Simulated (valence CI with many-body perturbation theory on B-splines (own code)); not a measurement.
## Questions on Pr LIII

Method: valence CI with perturbative core correlation (CI+MBPT): five valence electrons over a frozen Dirac-Fock core [He], radial functions for each j: 11 s, 11 p, 10 d, 8 f, 5 g, 2 h, with the one-electron correlation potential Σ1, the two-electron term Σ2, the three-electron term Σ3, Breit, model QED; selected CI, second order for the rest, scaled by the run's own slope (own B-spline code, finite nucleus).

The last digits are not significant, and no measured levels were compared; by estimate large intervals hold to a few tenths of a per cent, small ones and those within an open d or f shell to about a per cent. Among the levels kept, up to 7100 cm⁻¹ of a level comes from second order outside the variational space, and about a tenth of that is noise between levels of different J, which matters for small intervals.

Levels are named by their leading jj configuration (3d3/2^4 stands for four electrons in 3d with j = 3/2), which in mixed levels can hold well under half, so a name can repeat and another be missing.

Rates and lifetimes use the calculated energies. Strong lines usually hold to 10 to 20 %, long lifetimes can be off by a factor of two.

**Question.** What is the ground level?

**Answer.** (2s^2 2p1/2^2 2p3/2) J=3/2, composition 47 % 2s²2p³ ²P° + 27 % 2s²2p³ ²D° + 26 % 2s²2p³ ⁴S°, g = 1.343.

**Question.** How well does LS coupling describe the low levels?

**Answer.** Among the lowest 20 levels the leading LS term, summed over configurations, holds 62 % on average. For single configurations the figures are 62 % in LS and 99 % in jj coupling. Terms mix most in the J = 3/2 level at 5749.6 eV, where the leading one holds 33 %.

**Question.** Name the longest-lived excited levels whose lifetime is computed, and their main decay.

**Answer.** (2s^2 2p1/2 2p3/2^2) J=5/2 at 506.9 eV lives 5.16 ns, mostly by M1 to (2s^2 2p1/2^2 2p3/2) J=3/2; (2s^2 2p1/2 2p3/2^2) J=1/2 at 542.9 eV lives 1.42 ns, mostly by M1 to (2s^2 2p1/2^2 2p3/2) J=3/2; (2s^2 2p1/2 2p3/2^2) J=3/2 at 485.6 eV lives 883 ps, mostly by M1 to (2s^2 2p1/2^2 2p3/2) J=3/2.

**Question.** Where does the other parity begin?

**Answer.** At (2s 2p1/2^2 2p3/2^2) J=5/2, 732.5 eV.

**Question.** What is the ionisation energy?

**Answer.** 10176 eV; NIST lists 10175 ± 4 eV (theoretical).
